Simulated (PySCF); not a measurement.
C4H9AlN2.
Geometry (PBE0-D3(BJ)/def2-SVP, Å), atoms numbered from 1 in this order:
```xyz
16
C4H9AlN2 angstrom
C      2.0200    1.1456    2.2087
C      1.5215    0.3290    1.1258
N      1.1230   -0.3231    0.2639
Al     0.3955   -1.5131   -1.2121
C     -1.5736   -1.4798   -0.7524
N     -2.4084   -0.5137   -0.7215
C     -1.9626    0.8028   -1.0772
H      2.9757    1.6054    1.9185
H      2.1746    0.5221    3.1011
H      1.2933    1.9371    2.4425
H      1.1111   -2.8910   -0.8160
H      0.9411   -0.7211   -2.4943
H     -2.0253   -2.4516   -0.4593
H     -2.1062    1.4853   -0.2210
H     -2.5956    1.1994   -1.8888
H     -0.9032    0.8649   -1.4072
```

Method: TDDFT CAM-B3LYP/def2-SVPD, vertical, gas phase, core orbitals frozen in the response (PySCF). The geometry optimisation had not met its thresholds, so the values belong to a structure short of the stationary point.

Computed states:

```json
{"state": "S1", "E (eV)": "3.74", "f": "0.0020"}
{"state": "S2", "E (eV)": "4.70", "f": "0.0080"}
{"state": "S3", "E (eV)": "4.84", "f": "0.059"}
{"state": "S4", "E (eV)": "5.32", "f": "0.0053"}
{"state": "S5", "E (eV)": "5.96", "f": "0.0065"}
{"state": "S6", "E (eV)": "6.16", "f": "0.086"}
{"state": "S7", "E (eV)": "6.20", "f": "0.035"}
{"state": "S8", "E (eV)": "6.41", "f": "0.012"}
{"state": "S9", "E (eV)": "6.51", "f": "0.010"}
{"state": "S10", "E (eV)": "6.75", "f": "0.0065"}
```

Each state is given a Gaussian of 0.4 eV full width at half maximum, with ε(max) = 2.175×10⁸ f / Δν̃ (Δν̃ the width in cm⁻¹). The width is an assumption, not a result. The curve ends short of the highest state used, and states not computed would add to its high-energy end.

Task: What does the envelope look like, and where are its maxima?

Result: 
(E (eV), ε (L mol⁻¹ cm⁻¹)): (3.14, 0), (3.21, 1), (3.28, 3), (3.35, 9), (3.42, 21), (3.49, 43), (3.56, 74), (3.63, 106), (3.70, 128), (3.77, 131), (3.84, 113), (3.91, 83), (3.98, 51), (4.05, 27), (4.12, 14), (4.19, 13), (4.26, 31), (4.33, 94), (4.40, 251), (4.47, 584), (4.54, 1178), (4.61, 2052), (4.68, 3078), (4.75, 3961), (4.82, 4359), (4.89, 4096), (4.96, 3291), (5.03, 2284), (5.10, 1417), (5.17, 856), (5.24, 573), (5.31, 445), (5.38, 363), (5.45, 277), (5.52, 199), (5.59, 164), (5.66, 231), (5.73, 485), (5.80, 1064), (5.87, 2125), (5.94, 3734), (6.01, 5706), (6.08, 7534), (6.15, 8584)

Maxima: 331 nm (3.74 eV), ε about 130, made up of S1 (100%); 257 nm (4.83 eV), ε about 4400, made up of S3 (90%) (ε in L mol⁻¹ cm⁻¹; maxima over ε = 5, shares over 10%). At its high-energy end, 6.15 eV, the curve is still rising (ε about 8600, from S6 and S7).

Task: On this curve, what absorbance would a 10⁻⁵ mol/L sample give at 365 nm over a 1 cm path?

Result: 365 nm is 3.397 eV, where ε is about 16 L mol⁻¹ cm⁻¹, so A = ε c l ≈ 0.00016 (Beer–Lambert, with the gas-phase spectrum and the assumed width).

Task: What would ε be at 4.83 eV, the highest of these maxima, with half the width (0.2 eV)?

Result: About 8200 L mol⁻¹ cm⁻¹ against 4360, a factor of about 1.9; a lone state at its own centre would give exactly 2.

Task: Coming from long wavelengths, where does ε first pass 100 L mol⁻¹ cm⁻¹?

Result: At about 343 nm (3.62 eV), 0.13 eV below S1.

The vertical ionisation energy (ΔSCF) is 7.77 eV, 1.03 eV above S10.

Time: 76 s of wall time; peak memory 1.0 GiB. Hardware: one thread of an Intel Xeon Platinum 8488C (shared host).

One conformer stands for the species.
